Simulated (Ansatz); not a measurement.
`CO[SiH](N)Br` → `CON` + `[SiH]Br`  (silylene formation by 1,1-elimination)

Program: Ansatz. Geometries: PBE0-D4/def2-TZVP. ΔE: electronic, gas phase. CBS: MP2 limit from def2 TZ/QZ plus the TZ coupled-cluster correction, frozen cores. This one scheme is used for every species. Functionals use def2-TZVPP. For Br outer-core shells are correlated without core-valence functions, which leaves a few kJ/mol of doubt a bond. Scalar relativity is left out up to krypton. Each species was taken in one conformer, which may not be the lowest.

```
       species  B2PLYP energy (Eh)
`CO[SiH](N)Br`         -3034.91645
         `CON`          -170.95928
     `[SiH]Br`         -2863.73999
```

Work out ΔE.

ΔE = (-170.95928) + (-2863.73999) − (-3034.91645) = 0.21718 Eh = +136.3 kcal/mol. CCSD(T)/CBS gives +139.7 kcal/mol.

Largest T1 diagnostic among the species: 0.011.

The D4 term adds +4.6 kcal/mol with B3LYP and +2.5 kcal/mol with PBE0; it sums over pairs of atoms, weighted by their polarisabilities, and B3LYP, whose exchange is more repulsive, gets the larger term. From PBE to PBE0 (25 % exact exchange), in def2-TZVPP and without D4, ΔE moves by +7.1 kcal/mol.

B3LYP here is the variant with VWN-RPA as its local correlation; programs differ in this.
